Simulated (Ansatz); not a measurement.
`CC(Cl)Cl` and `CBC(C)Cl` differ in one atom or group.

Ansatz, PBE0-D4/def2-TZVP geometries, multiplicity 1. Each molecule was computed in one conformer, which needn't be the lowest. `CBC(C)Cl` holds a close contact that its SMILES doesn't draw: Cl···B 2.30 Å.

```json
{"property": "LUMO energy (ωB97M-V/def2-TZVPP) / eV", "`CC(Cl)Cl`": "2.24"}
{"property": "size of the dipole moment (B3LYP/def2-TZVPP) / D", "`CC(Cl)Cl`": "2.02"}
{"property": "size of the dipole moment (PBE/def2-TZVPP) / D", "`CC(Cl)Cl`": "1.96"}
{"property": "HOMO energy (PBE/def2-TZVPP) / eV", "`CC(Cl)Cl`": "-7.19"}
{"property": "size of the dipole moment (ωB97M-V/def2-TZVPP) / D", "`CC(Cl)Cl`": "2.02"}
{"property": "HOMO energy (PBE0/def2-TZVPP) / eV", "`CC(Cl)Cl`": "-8.61"}
```

Problem. What does the change do to each property? (Estimate.)

Solution. Computed: 
```tsv
property	`CBC(C)Cl`	shift
LUMO energy (ωB97M-V/def2-TZVPP) / eV	1.44	-0.80
size of the dipole moment (B3LYP/def2-TZVPP) / D	1.73	-0.29
size of the dipole moment (PBE/def2-TZVPP) / D	1.66	-0.30
HOMO energy (PBE/def2-TZVPP) / eV	-6.97	0.22
size of the dipole moment (ωB97M-V/def2-TZVPP) / D	1.74	-0.28
HOMO energy (PBE0/def2-TZVPP) / eV	-8.29	0.32
```

With PBE0 the HOMO rises by 0.32 eV and the LUMO falls by 0.56 eV, so the gap narrows by about 0.88 eV. PBE moves the HOMO by 0.22 eV and ωB97M-V by 0.33 eV. Dipoles are sizes alone; their direction can turn.

B3LYP here is the variant with VWN-RPA as its local correlation; programs differ in this.
